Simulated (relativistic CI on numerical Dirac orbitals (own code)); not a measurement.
**Mg IV: sensitivity of the levels to the model**

Base calculation: Dirac-Coulomb-Breit CI, separate exchange-only KLI orbitals for each configuration, QED by a radiative potential, valence Slater integrals scaled by 0.85, P86 correlation energy added to each configuration.

CI space (outside the closed core 1s2): 2s2.2p5, 2s.2p6, 2s2.2p4.3s, 2s2.2p4.3p, 2s2.2p4.3d, 2s2.2p4.4s, 2s2.2p4.4p, 2s2.2p4.4d, 2s2.2p4.4f, 2s2.2p4.5s, 2s2.2p4.5p, 2p6.3s, 2s2.2p4.5d, 2s.2p5.3s, 2s2.2p4.5f, 2s2.2p4.5g, 2s2.2p3.3s2, 2p6.3p, 2s.2p5.3p, 2s2.2p3.3s.3p, 2p6.3d, 2s2.2p3.3p2, 2s2.2p3.3s.3d, 2s.2p5.3d, 2s2.2p3.3p.3d, 2s.2p5.4s, 2s.2p5.4p. Levels of other configurations are missing.

The lowest level and the first level of each name with at least 55 % of one term (blank where a level has no safe partner in the second run):

```tsv
Level	Base (cm⁻¹)	Shift (cm⁻¹)
2s2.2p5 2P°_3/2	0	0
2s2.2p5 2P°_1/2	2204	0
2s.2p6 2S_1/2	329278	-1503
2s2.2p4.3s 4P_5/2	544406	-6813
2s2.2p4.3s 4P_3/2	545810	-6813
2s2.2p4.3s 4P_1/2	546621	-6813
2s2.2p4.3s 2P_3/2	553579	-6812
2s2.2p4.3s 2P_1/2	555238	-6812
2s2.2p4.3s 2D_5/2	579773	-6811
2s2.2p4.3s 2D_3/2	579789	-6811
2s2.2p4.3p 4P°_5/2	598468	-7154
2s2.2p4.3p 4P°_3/2	599000	-7154
2s2.2p4.3p 4P°_1/2	599530	-7154
2s2.2p4.3p 4D°_7/2	604069	-7148
2s2.2p4.3p 4D°_5/2	604922	-7148
2s2.2p4.3p 4D°_3/2	605589	-7148
2s2.2p4.3p 4D°_1/2	605959	-7148
2s2.2p4.3p 2D°_5/2	608250	-7149
2s2.2p4.3p 2D°_3/2	609638	-7149
2s2.2p4.3p 2S°_1/2	611312	-7149
2s2.2p4.3p 4S°_3/2	611965	-7147
2s2.2p4.3s 2S_1/2	613301	-6867
```

For a near-neutral ion this model can misplace configurations by up to about 10,000 cm⁻¹ (more where the count of f electrons changes) and terms by 10 to 25 % of their spread. Rates follow the energies as ν³ (E1, M1) or ν⁵ (E2), so they and the lifetimes can be off by large factors. The fine structure of a lone outer electron comes out too small, for d and f at times inverted, and misplaced configurations move strength between like terms. 67 of the 69 excited levels that our extract of the measured tables holds in this range could be paired (the sources list more); they are missed by 2221 cm⁻¹ on average and 17746 at most, and levels without a partner can miss by more.

(1) One thing was changed in a second run, which moved the levels as shown. Which?
A. one mean potential for all configurations
B. self-excluded LDA correlation estimate
C. configuration mixing switched off
D. Breit term removed
E. no correlation estimate
F. QED terms removed

Results:

(1) E. No correlation estimate. A correlation estimate moves all levels of a configuration together before mixing; mixed levels move by a weighted share.
